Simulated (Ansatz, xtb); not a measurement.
## Relative energy of two conformers of H2OSeSi

We compare I, `O[SiH]=[Se]`, a singlet, with II, `O[SiH]=[Se]`, a singlet. Both are isolated molecules in the gas phase, relaxed with PBE0-D3(BJ)/def2-SVP.

I (Å):

```xyz
5

O    -1.5324   -1.3680    1.4283
Se   -0.6132    1.7314    2.1120
Si   -0.3413   -0.2872    1.7746
H    -1.2714   -2.2857    1.2919
H     0.9455   -1.0406    1.7963
```

II (Å):

```csv
atom,x (Å),y (Å),z (Å)
O,-1.0918,-0.4378,2.7639
Se,-0.6973,-0.8476,-0.5288
Si,-0.1456,-0.7980,1.4672
H,-2.0115,-0.2255,2.5598
H,1.1755,-1.0727,2.0792
```

Energies in hartree; the thermal terms are from PBE0-D3(BJ)/def2-SVP harmonic frequencies (ideal gas, rigid rotor, one conformer each, 600 K, 1 atm) and include the zero-point energy:

|  | I | II |
| --- | --- | --- |
| E, CCSD(T)/def2-TZVPP | −2765.572388 | −2765.577375 |
| zero-point energy | 0.023782 | 0.024261 |
| H(600 K) − E | 0.037582 | 0.037828 |
| G(600 K) − E | −0.040976 | −0.040250 |

Q: Work out ΔE, ΔE₀, ΔH and ΔG for I → II in kcal/mol (1 Eh = 627.51 kcal/mol) and the equilibrium ratio [II]/[I].

A: 1. ΔE = −2765.577375 − (−2765.572388) = −0.004987 Eh = −3.13 kcal/mol.
2. ΔE₀ = ΔE + ΔZPE = −0.004987 + (+0.000479) Eh = −2.83 kcal/mol.
3. ΔH = ΔE + (+0.000246) Eh = −2.98 kcal/mol.
4. ΔG = ΔE + (+0.000726) Eh = −2.67 kcal/mol, so ΔS = (ΔH − ΔG)/T = −2.1 J/(mol K).
5. kT = 1.9001 mEh, so K = [II]/[I] = exp(−ΔG/kT) = exp(+2.24) ≈ 9.4.

Structure II is favoured at this temperature. An error of 1 kcal/mol in ΔG would change K by a factor of 2.3. Mirror images and further conformers aren't counted.

Other levels gave ΔE = −3.7 (PBE0-D3(BJ)/def2-SVP); −3.2 (HF/def2-TZVPP); −3.2 (MP2/def2-TZVPP) kcal/mol. The correlated steps freeze 15 core orbitals; the filled d shell of Se is correlated, in a basis made for valence electrons. Programs: Ansatz 0.2.0.
